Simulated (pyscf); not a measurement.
HO–InH₂ (SMILES [OH][InH2]), singlet

Gas-phase minimum from PySCF at ωB97X-D3(BJ)/def2-SVP, one conformer. 

```
In
O 1 2.0006
H 2 0.9640 1 113.73
H 1 1.7109 2 112.00 3 -179.99
H 1 1.7208 4 131.71 2 -179.97
```

Properties at ωB97X-D3(BJ)/def2-SVP:

```json
{
 "harmonic_wavenumbers_unscaled": "400, 406, 551, 581, 631, 784, 1844, 1881, 3905 cm⁻¹",
 "zero_point_energy": "15.7 kcal/mol",
 "rotational_symmetry_number": "1",
 "Entropy of this conformer at 298 K and 1 atm, rigid rotor and harmonic oscillator, modes under 100 cm⁻¹ raised to 100": "275.2 J/(mol K)",
 "dipole_moment": "1.84 D"
}
```

Single-point totals, which compare only within one level (frozen core for MP2 and CC):

| level | total energy (hartree) |
|---|---|
| ωB97X-D3(BJ)/def2-TZVP | -267.27168 |
| PBE/def2-TZVP | -267.10309 |
| r²SCAN/def2-TZVP | -267.21829 |
| B3LYP-D3(BJ)/def2-TZVP | -267.26252 |
| PBE0-D3(BJ)/def2-TZVP | -267.10261 |
| M06-2X/def2-TZVP | -267.07883 |
| ωB97M-D3(BJ)/def2-TZVP | -267.22967 |
| HF/def2-TZVPP | -265.84319 |
| MP2/def2-TZVPP | -266.38774 |
| CCSD/def2-TZVPP | -266.39397 |
| CCSD(T)/def2-TZVPP | -266.41117 |

The CCSD(T) − MP2 part came from Ansatz, without density fitting, on the same reference. The frozen core leaves the outer d or s,p core shells of the metals and heavy elements correlated in the MP2 and CC values, and def2-TZVPP describes them poorly, so these totals are far from the basis limit. Elements past Kr carry the def2 core potentials, without spin-orbit coupling.
